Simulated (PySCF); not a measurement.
C2Cl3, SMILES Cl[C]=C(Cl)Cl (connectivity only; charge and spin as stated), charge +1, multiplicity 1.

Geometry: PBE0-D3(BJ)/def2-SVP. The spin state was assumed, not searched. The isomer is the one that the SMILES or the coordinates give; other isomers of the formula were not compared.

Calculation: ωB97X/def2-TZVP (PySCF).

Gas-phase values at a fixed geometry.

```yaml
total_energy: -1456.41290 hartree
point_group: C2v
highest_occupied_level: -15.71 eV
lowest_empty_level: -7.99 eV
orbital_gap: 7.72 eV
dipole_moment_about_the_centre_of_nuclear_charge: 3.39 D
mean_static_polarisability: 58.9 bohr³ (8.73 Å³)
polarisability_principal_values: 32.2, 57.4, 87.2 bohr³
```
